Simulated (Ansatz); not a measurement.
Reaction (formal exchange of groups at a Ge–C bond): `O[SiH2][CH2][GeH2][OH]` + `N=C(O)Br` → `N=[C](O)[GeH2][OH]` + `O[SiH2]CBr`

Computed with Ansatz on PBE0-D4/def2-TZVP structures; ΔE is electronic, products minus reactants. CBS: MP2 limit from def2 TZ/QZ plus the TZ coupled-cluster correction, frozen cores. For Br, Ge outer-core shells are correlated without core-valence functions, which leaves a few kJ/mol of doubt a bond. Scalar relativity is left out up to krypton. Each species was taken in one conformer, which may not be the lowest.

`O[SiH2][CH2][GeH2][OH]`:

Cartesian coordinates in Å:
```
O 1.356 0.545 -1.621
Si 1.493 0.761 -0.002
C 0.495 -0.531 0.923
Ge -1.380 -0.514 0.432
O -1.339 -0.196 -1.344
H 0.447 0.351 -1.896
H 2.935 0.652 0.334
H 1.000 2.100 0.437
H 0.568 -0.354 2.001
H 0.900 -1.526 0.720
H -2.109 -1.854 0.656
H -2.163 0.633 1.102
H -2.202 -0.066 -1.743
```

`N=C(O)Br`:

Z-matrix (Å, degrees):
```
C
O 1 1.341
Br 1 1.889 2 108.9
N 1 1.249 2 131.1 3 -180.0
H 2 0.966 1 108.9 3 180.0
H 4 1.019 1 113.2 2 0.0
```

`N=[C](O)[GeH2][OH]`:

Z-matrix (Å, degrees):
```
Ge
O 1 1.776
C 1 1.981 2 111.2
H 1 1.530 2 104.7 3 -121.3
H 1 1.543 2 111.0 3 116.9
H 2 0.960 1 112.9 3 -51.7
O 3 1.342 1 113.2 2 -51.8
N 3 1.263 1 126.7 2 128.6
H 7 0.971 3 106.8 1 -179.6
H 8 1.015 3 112.1 1 -1.0
```

`O[SiH2]CBr`:

Cartesian coordinates in Å:
```
O -1.301 0.717 1.260
Si -0.670 -0.326 0.151
C 0.935 0.327 -0.569
Br 1.505 -0.982 -1.896
H -0.987 0.664 2.163
H -1.662 -0.438 -0.940
H -0.385 -1.650 0.765
H 0.821 1.276 -1.090
H 1.744 0.411 0.155
```

```json
{"species": "`O[SiH2][CH2][GeH2][OH]`", "MP2/def2-QZVPP energy (Eh)": "-2558.16881"}
{"species": "`N=C(O)Br`", "MP2/def2-QZVPP energy (Eh)": "-2742.10280"}
{"species": "`N=[C](O)[GeH2][OH]`", "MP2/def2-QZVPP energy (Eh)": "-2321.91573"}
{"species": "`O[SiH2]CBr`", "MP2/def2-QZVPP energy (Eh)": "-2978.34591"}
```

Task: Work out ΔE.

Result: ΔE = (-2321.91573) + (-2978.34591) − (-2558.16881) − (-2742.10280) = 0.00997 Eh = +0.27 eV. CCSD(T)/CBS gives +0.22 eV.

Largest T1 diagnostic among the species: 0.013.

In def2-TZVPP, CCSD(T) changes the Hartree–Fock value by +0.15 eV (the triples alone add +0.02 eV) and MP2 by +0.21 eV. The D4 term adds +0.06 eV with B3LYP and +0.03 eV with PBE0; it sums over pairs of atoms, weighted by their polarisabilities, and B3LYP, whose exchange is more repulsive, gets the larger term.

B3LYP here is the variant with VWN-RPA as its local correlation; programs differ in this.
